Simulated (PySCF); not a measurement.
OZn, SMILES [O]=[Zn].

Geometry optimised at PBE-D3(BJ)/def2-TZVPD.

These are PBE-D3(BJ)/def2-TZVPD (PySCF) values and carry that method's errors.

Frequencies are harmonic and unscaled.

```csv
mode,ν (cm⁻¹),IR (km/mol),moving atoms (share of kinetic energy)
1,739,17.1,"O 80 %, Zn 20 %"
```
